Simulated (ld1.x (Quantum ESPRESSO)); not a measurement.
**Configuration tests for Rh (RRKJ)**

* Element: rhodium (Rh)
* Generator: ld1.x (Quantum ESPRESSO) 7.5
* Type: norm-conserving RRKJ (Kleinman–Bylander form)
* Functional: PBE
* Relativity: scalar-relativistic
* Frozen core: [Ar] 3d10 4s2
* Valence charge: 15
* Reference configuration: 4p6 4d8 5s1 5p0
* Partial waves: 5s (bound): rc 2.70 bohr; 4p (bound): rc 1.60 bohr; 4d (bound): rc 1.15 bohr
* Local potential: the d channel
* Core correction: a·sin(br)/r model core inside 0.85 bohr
* rho0: 0.02

Energies are relative to the spin-unpolarised reference configuration 4p6 4d8 5s1 5p0; without spin polarisation the order of configurations can differ from experiment.

Question: Give the all-electron excitation energy and the error of the potential for: 4p6 4d8 5s0 5p0; 4p6 4d7 5s0 5p0; 4p6 4d6 5s0 5p0; 4p6 4d9 5s0 5p0; 4p6 4d5 5s0 5p0; 4p6 4d7 5s2 5p0; 4p5 4d8 5s1 5p0.

Answer:

```csv
valence configuration,charge,ΔE all-electron (eV),error AE − PS (meV)
4p6 4d8 5s0 5p0,+1,7.460,-2.5
4p6 4d7 5s0 5p0,+2,26.971,-15
4p6 4d6 5s0 5p0,+3,59.476,-51
4p6 4d9 5s0 5p0,0,-0.909,+0.4
4p6 4d5 5s0 5p0,+4,106.423,-126
4p6 4d7 5s2 5p0,0,2.479,+14
4p5 4d8 5s1 5p0,+1,56.634,-49
```

Levels in the configuration 4p6 4d7 5s0 5p0:

```
level  all-electron (eV)  pseudo (eV)
   4p            -71.244      -71.271
   4d            -25.742      -25.763
```

Note: ghost state, extra bound levels that the all-electron valence spectrum of the same l lacks: s at -82.6 eV. A true bound ghost makes a file unfit for plane-wave use.
